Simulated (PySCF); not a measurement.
# Computed properties of Ge(H)(OH)2(OMe) (CH₆GeO₃), SMILES C[O][GeH]([OH])[OH]

CH6GeO3, SMILES [OH][GeH]([OH])[O]C. Geometry: B3LYP-D3(BJ)/def2-SVP. This is a generated structure with no PubChem entry under its InChIKey; it may be hypothetical. Other conformers were not sampled. All values are computed for the isolated molecule unless a solvent is named; none is compared with measurement here.

**Structure.** All 27 harmonic modes at B3LYP-D3(BJ)/def2-SVP (PySCF) are real, so it is a minimum. With heavy atoms numbered as in [GeH:1]([OH:2])([OH:3])[O:4][CH3:5], the shortest bond between them is O4–C5 at 1.412 Å and the longest Ge1–O4 at 1.780 Å.

**Vibrations.** The strongest infrared lines (harmonic, unscaled, degenerate partners summed) lie at 1121 cm⁻¹ (191 km/mol, O 51 %, C 41 %, H 8 %), 906 cm⁻¹ (173 km/mol, H 90 %, O 9 %), 912 cm⁻¹ (131 km/mol, H 88 %, O 8 %). The softest mode is at 42 cm⁻¹ and the zero-point energy is 48.3 kcal/mol.

**Electronic structure.** HF/def2-TZVP (PySCF) places the frontier levels at -12.29 and 3.49 eV, a gap of 15.78 eV, and gives a dipole moment of 1.72 D and a mean polarisability of 45.3 bohr³. PBE/def2-TZVP (PySCF) at the same geometry gives -6.53 and -0.67 eV, so its gap is 9.92 eV narrower. An orbital gap is neither the optical nor the fundamental gap.

**Excitations.** TDA-CAM-B3LYP/def2-SVPD (PySCF) has S1 at 7.30 eV (170 nm, f = 0.005, weak); the most intense of the 10 singlets computed lies at 7.69 eV (f = 0.06). T1 (TDA) is at 6.88 eV, 0.42 eV under S1. TDA-PBE/def2-SVPD (PySCF) puts S1 at 5.84 eV. No vertical singlet excitation falls in the visible range (under 3.1 eV).

**NMR.** GIAO shifts at B3LYP/pcSseg-1 (PySCF) (non-relativistic, atoms alike by connectivity averaged): ¹³C at 56.9 ppm against TMS; ¹H from 1.5 to 5.7 ppm against TMS.
